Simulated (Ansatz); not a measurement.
Born–Oppenheimer molecular dynamics of BFH$_{8}$N$_{2}$O$_{2}$ (14 atoms, charge 0, multiplicity 1). It starts from a rough guess of a transition structure, not a stationary point.

All numbers below come from UKS B3LYP-D4/STO-3G (Ansatz 0.2.0).

| Item | Value |
| --- | --- |
| ensemble | NVE (velocity Verlet) |
| time step | 0.5 fs |
| steps asked | 150 |
| starting velocities drawn for | 100 K |
| seed | 86778 |

First frame:

```xyz
14
Properties=species:S:1:pos:R:3
B -0.497 0.284 -1.107
N 0.203 -1.153 -0.274
O -1.807 -0.007 -1.343
O 0.321 0.800 -2.072
H 0.045 0.921 1.207
F -0.419 1.364 0.184
H 0.541 -0.769 0.967
N 0.634 0.047 2.024
H -0.538 -1.837 -0.235
H 0.974 -1.517 -0.814
H -2.243 0.634 -1.902
H 1.157 1.132 -1.760
H 1.563 0.306 2.310
H 0.066 -0.205 2.815
```

**Question.** How far do the bonds stretch over the last three quarters of this one trajectory? (Pairs bonded in most of those frames.)

**Answer.** 
| bond | mean (Å) | spread (Å) | shortest | longest |
| --- | --- | --- | --- | --- |
| B1–N2 | 1.734 | 0.121 | 1.60 | 1.92 |
| B1–O3 | 1.424 | 0.062 | 1.29 | 1.53 |
| B1–O4 | 1.434 | 0.071 | 1.33 | 1.56 |
| B1–F6 | 1.487 | 0.087 | 1.35 | 1.61 |
| N2–H7 | 1.223 | 0.092 | 1.10 | 1.39 |
| N2–H9 | 1.054 | 0.040 | 0.99 | 1.11 |
| N2–H10 | 1.054 | 0.036 | 1.00 | 1.11 |
| O3–H11 | 1.022 | 0.040 | 0.96 | 1.08 |
| O4–H12 | 1.024 | 0.040 | 0.96 | 1.09 |
| H5–N8 | 1.163 | 0.072 | 1.08 | 1.34 |
| N8–H13 | 1.051 | 0.033 | 1.00 | 1.10 |
| N8–H14 | 1.052 | 0.042 | 0.99 | 1.11 |

Mean temperature of the second half: 476 K. The conserved energy stayed within 0.82 meV per atom of its start (net change -0.3 meV per atom), so the integration is sound. The system heated up, since it started high on the potential surface and ran downhill. A run of 0.075 ps of so small a system gives no equilibrium averages. The orbitals stay closed-shell, which can raise the energy where a bond breaks towards radicals; this wasn't checked here. Limits of this set-up: minimal basis.

Run time: 11 min on 1 thread of Arm Neoverse V1, with other jobs on the host, peak memory 0.15 GiB.
